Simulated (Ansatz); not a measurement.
Consider the redistribution: `CC(C)[O][Al]([CH3])[F]` + `[Cl][InH2]` → `CC(C)[O][Al]([F])[Cl]` + `[CH3][InH2]`.

Computed with Ansatz on PBE0-D4/def2-TZVP structures; ΔE is electronic, products minus reactants. CCSD(T)/CBS adds triple-zeta CCSD(T) − MP2 to the extrapolated MP2 energy (def2 sets, frozen cores). DFT in def2-TZVPP. B3LYP here is the variant with VWN-RPA as its local correlation; programs differ in this. Elements past krypton have def2 core potentials. For In outer-core shells are correlated without core-valence functions, which leaves a few kJ/mol of doubt a bond. One conformer a species, not always the lowest.

```tsv
level	ΔE (kJ/mol)	difference from CCSD(T)/CBS
PBE-D4	9.8	6.7
r2SCAN-D4	7.2	4.1
PBE0-D4	7.9	4.8
B3LYP-D4	9.1	6.0
ωB97X-V	6.7	3.6
ωB97M-V	6.8	3.7
B2PLYP	6.7	3.6
PBE	11.5	8.4
r2SCAN	7.5	4.4
PBE0	9.4	6.3
B3LYP	12.0	8.9
HF/def2-TZVPP	10.8	7.7
MP2/def2-TZVPP	-3.9	-7.0
SCS-MP2/def2-TZVPP	-1.6	-4.7
CCSD/def2-TZVPP	-0.1	-3.2
CCSD(T)/def2-TZVPP	-0.8	-3.9
HF/def2-QZVPP	10.7	7.6
MP2/def2-QZVPP	-1.7	-4.8
SCS-MP2/def2-QZVPP	0.4	-2.7
HF/CBS(def2)	10.7	7.6
MP2/CBS(def2)	0.0	-3.1
CCSD/CBS(def2)	3.8	0.7
CCSD(T)/CBS	3.1	0
```

Largest T1 diagnostic among the species: 0.014.

In def2-TZVPP, CCSD(T) changes the Hartree–Fock value by −11.6 kJ/mol (the triples alone add −0.7 kJ/mol) and MP2 by −14.7 kJ/mol.
